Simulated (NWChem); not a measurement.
System meant: CuCl; SMILES [Cl][Cu]

Input file for NWChem:

```
start job
memory heap 200 mb stack 900 mb global 1100 mb
geometry units angstroms noautoz
  Cu     0.000000     0.000000    -0.770483
  Cl     0.000000     0.000000     1.305410
end
basis spherical
  * library def2-svp
end
dft
  xc pbe0
  iterations 4
  mulliken
end
task dft energy
```

End of the output:

```
    Atom       Charge   Shell Charges
 -----------   ------   -------------------------------------------------------
    1 Cu  29    28.76   2.00  2.00  1.95  0.47  0.12  5.99  5.89  0.41  7.72  2.20  0.00
    2 Cl  17    17.24   2.00  1.96  1.04  0.83  5.82  2.24  3.33  0.02

 center of mass
 --------------
 x =   0.00000000 y =   0.00000000 z =  -0.04852908

 moments of inertia (a.u.)
 ------------------
         345.914366164113           0.000000000000           0.000000000000
           0.000000000000         345.914366164113           0.000000000000
           0.000000000000           0.000000000000           0.000000000000

     Multipole analysis of the density
     ---------------------------------

     L   x y z        total         alpha         beta         nuclear
     -   - - -        -----         -----         ----         -------
     0   0 0 0     -0.000000    -23.000000    -23.000000     46.000000

     1   1 0 0     -0.000000     -0.000000     -0.000000      0.000000
     1   0 1 0      0.000000      0.000000      0.000000      0.000000
     1   0 0 1     -2.085186     -1.042593     -1.042593     -0.000000

     2   2 0 0    -18.160297     -9.080149     -9.080149      0.000000
     2   1 1 0     -0.000000     -0.000000     -0.000000      0.000000
     2   1 0 1     -0.000000     -0.000000     -0.000000      0.000000
     2   0 2 0    -18.160297     -9.080149     -9.080149      0.000000
     2   0 1 1     -0.000000     -0.000000     -0.000000      0.000000
     2   0 0 2    -16.970358    -90.949615    -90.949615    164.928872

 ------------------------------------------------------------------------
 dft energy failed                                                                                  0
 ------------------------------------------------------------------------
 ------------------------------------------------------------------------
  current input line :
    15: task dft energy
 ------------------------------------------------------------------------
 ------------------------------------------------------------------------
 This type of error is most commonly associated with calculations not reaching convergence criteria
 ------------------------------------------------------------------------
 For more information see the NWChem manual at https://nwchemgit.github.io

0:dft energy failed:Received an Error in Communication
```

Question: Find the fault in this run and fix the input.

Answer: The run did not converge; its last values are not results. Cause: the SCF was allowed too few iterations. This input runs:
```
start job
memory heap 200 mb stack 900 mb global 1100 mb
geometry units angstroms noautoz
  Cu     0.000000     0.000000    -0.770483
  Cl     0.000000     0.000000     1.305410
end
basis spherical
  Cu library def2-svp
  Cl library def2-svp
end
dft
  xc pbe0
  iterations 150
  mulliken
end
task dft energy
```
It converges to -2099.96652 Ha (PBE0/def2-SVP).
